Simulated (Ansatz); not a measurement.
```yaml
crystal:
  periodic: [false, false, false]
  atoms:
    - {symbol: Cd, position_ang: [-0.632673, -2.073117, 0.027274]}
    - {symbol: Cd, position_ang: [-0.166148, 2.127601, 0.380142]}
    - {symbol: Se, position_ang: [0.798821, -0.054494, -0.407417]}
basis:
  gaussian: {orbitals: def2-mTZVP}
total_charge: 1
magnetization: {spin_polarized: true, initial_magnetization: 1}
hamiltonian: {xc: {name: PBEsol}, dispersion: d3bj}
smearing: {width: 0.1}
output: {forces: true}
```

```sh
$ ansatz run in.yaml --threads 4 --pin off --events-out ev --progress --plain --max-ram 3916MiB
```

Output, abridged:

```
Error: YAML parse error: error: line 12 column 1: unknown field `smearing`, expected one of crystal, accuracy, basis, kpoints, hamiltonian, magnetization, projection, total_charge, correlation, batch, efield, external_charges, scf, relax, neb, saddle, md, ramp, phonons, dielectric, real_time, elastic, magnetic_configurations, gw, evaluate, workflow, output, checkpoint, execution
10 | magnetization: {spin_polarized: true, initial_magnetization: 1}
11 | hamiltonian: {xc: {name: PBEsol}, dispersion: d3bj}
12 | smearing: {width: 0.1}
13 | output: {forces: true}
```

In this input the input holds a key that doesn't belong there. The input was rejected before any iteration.
